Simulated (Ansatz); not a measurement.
`O/C=N/[SiH3]` + HCl → `[SiH3]/N=C/Cl` + H₂O at 298.15 K and 1 bar (substitution at a C–O bond).

Isolated molecules relaxed with PBE0-D4/def2-TZVP in Ansatz; ΔE leaves out vibrations. CCSD(T)/CBS is the MP2 limit (def2-TZVPP, def2-QZVPP) plus CCSD(T) − MP2 in def2-TZVPP, frozen cores. This one scheme is used for every species. Double bonds are as drawn, so ΔE can hold a change between cis and trans. One conformer a species, not always the lowest.

```json
{"species": "`O/C=N/[SiH3]`", "CCSD(T)/CBS energy (Eh)": "-460.01548", "H − E (kJ/mol)": "178.5", "S (J/(mol·K))": "305.9"}
{"species": "HCl", "CCSD(T)/CBS energy (Eh)": "-460.38127", "H − E (kJ/mol)": "26.6", "S (J/(mol·K))": "186.8"}
{"species": "`[SiH3]/N=C/Cl`", "CCSD(T)/CBS energy (Eh)": "-844.00397", "H − E (kJ/mol)": "139.8", "S (J/(mol·K))": "317.1"}
{"species": "H₂O", "CCSD(T)/CBS energy (Eh)": "-76.37941", "H − E (kJ/mol)": "66.4", "S (J/(mol·K))": "188.7"}
```

H − E and S are ideal-gas, rigid-rotor, harmonic terms from PBE0-D4/def2-TZVP, for one conformer and one mirror image of each species. 1 Eh = 2625.50 kJ/mol, R = 8.31446 J/(mol·K).

Problem. By hand: ΔE, ΔH, ΔS and ΔG.

Solution. ΔE = (-844.00397) + (-76.37941) − (-460.01548) − (-460.38127) = 0.01337 Eh = 35.1 kJ/mol. Δ(H − E) = 139.8 + 66.4 − 178.5 − 26.6 = 1.1, so ΔH = 36.2 kJ/mol. ΔS = 317.1 + 188.7 − 305.9 − 186.8 = 13.1 J/(mol·K). ΔG = 36.2 − 298.15 × (13.1)/1000 = 32.3 kJ/mol.

Problem. By hand: the equilibrium constant, and the temperature at which ΔG would vanish if ΔH and ΔS stayed fixed.

Solution. log₁₀ K = −ΔG/(RT ln 10) = -5.7. ΔG = 0 at ΔH/ΔS = 2763 K, far beyond where these terms or the molecules hold.

The number of gas molecules stays the same, so ΔS is small and ΔH decides. A doubt of 5 kJ/mol in ΔE shifts log₁₀ K by 0.9 here. Other conformers and mirror images would add mixing entropy, several J/(mol·K) or more a flexible species. These are equilibria of isolated gas molecules and say nothing of rates. Largest T1 diagnostic: 0.014 (customary marks: 0.02 for closed shells, 0.045 for open ones).
